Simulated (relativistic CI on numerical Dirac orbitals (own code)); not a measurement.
# Energy levels of Yb LXVII

Computed by Dirac-Coulomb-Breit CI, separate exchange-only KLI orbitals for each configuration, QED by a radiative potential, unscaled Slater integrals (own radial code, finite nucleus).

Configuration list (outside the closed core 1s2): 2s2, 2s 2p, 2p2, 2p 3s, 2p 3p, 2s 3s, 2s 3p, 2s 3d, 2s 4s, 2s 4p, 2s 4d, 2s 4f, 2s 5s, 3s2, 2s 5p, 2s 5d, 2s 5f, 2s 5g, 3s 3p, 3p2. Levels of other configurations are missing.

| No. | Configuration | Term | J | E (eV) | % | Landé g | jj configuration (%) |
| --- | --- | --- | --- | --- | --- | --- | --- |
| 1 | 2s2 | 1S | 0 | 0.0 | 98 |  | closed (98) |
| 2 | 2s 2p | 3P° | 0 | 156.6 | 100 |  | 2s 2p1/2 (100) |
| 3 | 2s 2p | 3P° | 1 | 188.7 | 71 | 1.310 | 2s 2p1/2 (100) |
| 4 | 2p2 | 3P | 0 | 444.4 | 68 |  | 2p1/2^2 (98) |
| 5 | 2s 2p | 3P° | 2 | 1307.5 | 100 | 1.465 | 2s 2p3/2 (100) |
| 6 | 2s 2p | 1P° | 1 | 1392.9 | 71 | 1.115 | 2s 2p3/2 (100) |
| 7 | 2p2 | 3P | 1 | 1554.5 | 100 | 1.471 | 2p1/2 2p3/2 (100) |
| 8 | 2p2 | 1D | 2 | 1572.5 | 65 | 1.139 | 2p1/2 2p3/2 (100) |
| 9 | 2p2 | 3P | 2 | 2717.2 | 65 | 1.293 | 2p3/2^2 (100) |
| 10 | 2p2 | 1S | 0 | 2781.7 | 69 |  | 2p3/2^2 (100) |
| 11 | 2s 3s | 3S | 1 | 9665.7 | 100 | 1.969 | 2s 3s (100) |
| 12 | 2s 3s | 1S | 0 | 9697.2 | 99 |  | 2s 3s (99) |
| 13 | 2s 3p | 3P° | 0 | 9740.0 | 100 |  | 2s 3p1/2 (100) |
| 14 | 2s 3p | 3P° | 1 | 9740.5 | 67 | 1.303 | 2s 3p1/2 (99) |
| 15 | 2p 3s | 3P° | 0 | 9861.2 | 100 |  | 2p1/2 3s (100) |
| 16 | 2p 3s | 3P° | 1 | 9862.7 | 66 | 1.306 | 2p1/2 3s (98) |
| 17 | 2p 3p | 3D | 1 | 9906.1 | 74 | 0.633 | 2p1/2 3p1/2 (99) |
| 18 | 2p 3p | 3P | 0 | 9956.5 | 67 |  | 2p1/2 3p1/2 (99) |
| 19 | 2s 3p | 3P° | 2 | 10079.6 | 100 | 1.479 | 2s 3p3/2 (100) |
| 20 | 2s 3p | 1P° | 1 | 10087.4 | 67 | 1.157 | 2s 3p3/2 (99) |
| 21 | 2s 3d | 3D | 1 | 10112.0 | 99 | 0.495 | 2s 3d3/2 (99) |
| 22 | 2s 3d | 3D | 2 | 10117.0 | 71 | 1.096 | 2s 3d3/2 (98) |
| 23 | 2s 3d | 3D | 3 | 10205.1 | 100 | 1.315 | 2s 3d5/2 (100) |
| 24 | 2s 3d | 1D | 2 | 10219.1 | 67 | 1.045 | 2s 3d5/2 (92) |
| 25 | 2p 3p | 3P | 1 | 10266.8 | 49 | 1.489 | 2p1/2 3p3/2 (100) |
| 26 | 2p 3p | 3D | 2 | 10270.7 | 49 | 1.141 | 2p1/2 3p3/2 (94) |
| 27 | 2p 3s | 3P° | 2 | 11026.9 | 100 | 1.471 | 2p3/2 3s (100) |
| 28 | 2p 3s | 1P° | 1 | 11036.6 | 67 | 1.127 | 2p3/2 3s (100) |
| 29 | 2p 3p | 3P | 1 | 11092.3 | 51 | 1.452 | 2p3/2 3p1/2 (100) |
| 30 | 2p 3p | 3D | 2 | 11094.0 | 48 | 1.143 | 2p3/2 3p1/2 (100) |
| 31 | 2p 3p | 3D | 3 | 11416.8 | 100 | 1.310 | 2p3/2 3p3/2 (100) |
| 32 | 2p 3p | 1P | 1 | 11417.6 | 54 | 1.325 | 2p3/2 3p3/2 (100) |
| 33 | 2p 3p | 3P | 2 | 11447.1 | 65 | 1.302 | 2p3/2 3p3/2 (100) |
| 34 | 2p 3p | 1S | 0 | 11473.8 | 68 |  | 2p3/2 3p3/2 (100) |
| 35 | 2s 4s | 3S | 1 | 12976.3 | 100 | 1.974 | 2s 4s (100) |
| 36 | 2s 4s | 1S | 0 | 12987.7 | 100 |  | 2s 4s (100) |
| 37 | 2s 4p | 3P° | 0 | 13005.3 | 100 |  | 2s 4p1/2 (100) |
| 38 | 2s 4p | 3P° | 1 | 13005.7 | 68 | 1.310 | 2s 4p1/2 (100) |
| 39 | 2s 4p | 3P° | 2 | 13147.2 | 100 | 1.484 | 2s 4p3/2 (100) |
| 40 | 2s 4p | 1P° | 1 | 13149.4 | 68 | 1.164 | 2s 4p3/2 (100) |
| 41 | 2s 4d | 3D | 1 | 13160.1 | 100 | 0.500 | 2s 4d3/2 (100) |
| 42 | 2s 4d | 3D | 2 | 13162.2 | 68 | 1.097 | 2s 4d3/2 (99) |
| 43 | 2s 4d | 3D | 3 | 13200.1 | 100 | 1.320 | 2s 4d5/2 (100) |
| 44 | 2s 4d | 1D | 2 | 13205.7 | 68 | 1.051 | 2s 4d5/2 (99) |
| 45 | 2s 4f | 3F° | 3 | 13208.5 | 60 | 1.036 | 2s 4f5/2 (100) |
| 46 | 2s 4f | 3F° | 2 | 13208.5 | 100 | 0.664 | 2s 4f5/2 (100) |
| 47 | 2s 4f | 3F° | 4 | 13227.4 | 100 | 1.238 | 2s 4f7/2 (100) |
| 48 | 2s 4f | 1F° | 3 | 13228.7 | 60 | 1.030 | 2s 4f7/2 (100) |
| 49 | 2s 5s | 3S | 1 | 14477.4 | 100 | 1.976 | 2s 5s (100) |
| 50 | 2s 5s | 1S | 0 | 14482.6 | 100 |  | 2s 5s (100) |
| 51 | 2s 5p | 3P° | 0 | 14491.8 | 100 |  | 2s 5p1/2 (100) |
| 52 | 2s 5p | 3P° | 1 | 14492.0 | 67 | 1.312 | 2s 5p1/2 (100) |
| 53 | 2s 5p | 3P° | 2 | 14563.9 | 100 | 1.486 | 2s 5p3/2 (100) |
| 54 | 2s 5p | 1P° | 1 | 14565.0 | 67 | 1.168 | 2s 5p3/2 (100) |
| 55 | 2s 5d | 3D | 1 | 14570.4 | 100 | 0.504 | 2s 5d3/2 (100) |
| 56 | 2s 5d | 3D | 2 | 14571.4 | 68 | 1.098 | 2s 5d3/2 (99) |
| 57 | 2s 5d | 3D | 3 | 14590.9 | 100 | 1.322 | 2s 5d5/2 (100) |
| 58 | 2s 5d | 1D | 2 | 14593.5 | 68 | 1.056 | 2s 5d5/2 (99) |
| 59 | 2s 5f | 3F° | 2 | 14594.9 | 100 | 0.668 | 2s 5f5/2 (100) |
| 60 | 2s 5f | 3F° | 3 | 14595.0 | 61 | 1.040 | 2s 5f5/2 (100) |
| 61 | 2s 5f | 3F° | 4 | 14604.7 | 100 | 1.241 | 2s 5f7/2 (100) |
| 62 | 2s 5g | 3G | 4 | 14605.4 | 56 | 1.018 | 2s 5g7/2 (100) |
| 63 | 2s 5f | 1F° | 3 | 14605.4 | 61 | 1.032 | 2s 5f7/2 (100) |
| 64 | 2s 5g | 3G | 3 | 14605.6 | 100 | 0.750 | 2s 5g7/2 (100) |
| 65 | 2s 5g | 3G | 5 | 14611.3 | 100 | 1.192 | 2s 5g9/2 (100) |
| 66 | 2s 5g | 1G | 4 | 14611.5 | 56 | 1.021 | 2s 5g9/2 (100) |

Energies count from the lowest computed level; ° marks odd parity. Filled j subshells are mostly left out of the jj labels.

The mean weight of the leading LS term, summed over parents, in these 66 levels is 81 %, and that of the leading jj configuration (from the same eigenvectors) 100 %, so jj coupling describes them better and the LS labels are nominal.

At this charge energies of transitions that change n are usually good to better than 1 %, and those within a shell (Δn = 0) to a few per cent.

LS names give the leading component of a level, which can be under half, so a name can repeat, a term be missing and a line seem to break the LS rules.
